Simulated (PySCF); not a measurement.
# `F[SiH2][Si](F)(F)F`: 4 charge schemes on one density

Compound: F₄H₂Si₂.
Cartesian coordinates in Å at the GFN2-xTB level; atoms count from 1:
```
atom  x, y, z in Å
F1    -1.7574   -1.4264    0.0660
Si2   -1.1833    0.0655   -0.0965
Si3    1.0827   -0.0088    0.0759
F4     1.7188   -0.5131    1.4431
F5     1.8929   -0.8547   -0.9995
F6     1.7196    1.4414   -0.0816
H7    -1.8182    0.8163    0.9816
H8    -1.6461    0.4893   -1.4137
```

Density: PBE0/pcSseg-1 (PySCF); schemes: Mulliken, IAO, Hirshfeld and ESP-fitted. Isolated species at its GFN2-xTB geometry, gas phase.

**Question.** Give the atomic charges in each scheme.

**Answer.** In e:

| atom | environment | Mulliken | IAO | Hirshfeld | ESP-fitted |
| --- | --- | --- | --- | --- | --- |
| F1 | silicon-bound fluorine | -0.424 | -0.536 | -0.200 | -0.259 |
| Si2 | fluorine-bound silicon | +0.583 | +0.781 | +0.387 | +0.385 |
| Si3 | fluorine-bound silicon | +1.186 | +1.530 | +0.514 | +0.788 |
| F4 | silicon-bound fluorine | -0.395 | -0.515 | -0.194 | -0.270 |
| F5 | silicon-bound fluorine | -0.395 | -0.515 | -0.194 | -0.269 |
| F6 | silicon-bound fluorine | -0.404 | -0.524 | -0.200 | -0.290 |
| H7 | Si–H hydrogen | -0.076 | -0.110 | -0.057 | -0.043 |
| H8 | Si–H hydrogen | -0.076 | -0.110 | -0.057 | -0.043 |

Mean size of the charges over all atoms: IAO 0.578 e, Mulliken 0.442 e, ESP-fitted 0.293 e, Hirshfeld 0.225 e. Each set sums to the total charge, 0, to within 0.001 e. The Hirshfeld scheme weights the molecular density at each point by an atom's share of the summed free-atom densities. The ESP scheme is a least-squares fit of atom-centred charges to the potential on four shells outside the van der Waals surface, with the total charge fixed.

Lowest charge. The schemes don't all agree: Mulliken F1 (-0.424); IAO F1 (-0.536); Hirshfeld F1 and F6 (-0.200); ESP-fitted F6 (-0.290).

Highest charge. All schemes agree: Mulliken Si3 (+1.186); IAO Si3 (+1.530); Hirshfeld Si3 (+0.514); ESP-fitted Si3 (+0.788).

**Question.** How many electrons does the Mulliken scheme count on F4?

**Answer.** Z − q = 9 − (-0.395) = 9.395.

**Question.** Sum the charges by element.

**Answer.** 
```json
{"element": "F", "atoms": "4", "Mulliken": "-1.618", "IAO": "-2.091", "Hirshfeld": "-0.788", "ESP-fitted": "-1.088"}
{"element": "Si", "atoms": "2", "Mulliken": "+1.769", "IAO": "+2.311", "Hirshfeld": "+0.901", "ESP-fitted": "+1.174"}
{"element": "H", "atoms": "2", "Mulliken": "-0.152", "IAO": "-0.220", "Hirshfeld": "-0.113", "ESP-fitted": "-0.086"}
```

**Question.** How closely do the schemes follow one another over all atoms?

**Answer.** Correlation coefficient and root-mean-square difference: Mulliken with IAO 1.00, 0.164 e; Mulliken with ESP-fitted 1.00, 0.184 e; IAO with ESP-fitted 1.00, 0.348 e; IAO with Hirshfeld 0.99, 0.450 e; Mulliken with Hirshfeld 0.99, 0.288 e; Hirshfeld with ESP-fitted 0.99, 0.111 e.
